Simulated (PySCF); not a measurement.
Computed IR spectrum (relative IR intensity) of a molecule C₆H₆. The structure is a stationary point at PBE-D3(BJ)/def2-SVP. The values are those of a single conformer. These are PBE-D3(BJ)/def2-SVP run with PySCF values and carry that method's errors. Harmonic, unscaled wavenumbers; measured fundamentals usually lie a few per cent lower.

```tsv
ν (cm⁻¹)	relative intensity
206	12
628	99
772	100
779	3.4
893	19
900	12
921	81
928	6.4
1000	5.7
1049	4.3
1054	33
1321	72
1505	71
1665	7.0
3076	9.8
3142	9.3
3152	16
3171	22
3175	6.2
3178	8.2
```

Identify the compound among the candidates.
A) C#CCC=C=C
B) C#CCC#CC
C) C=C1C=CC=C1
D) C=C=CC#CC

C, C=C1C=CC=C1
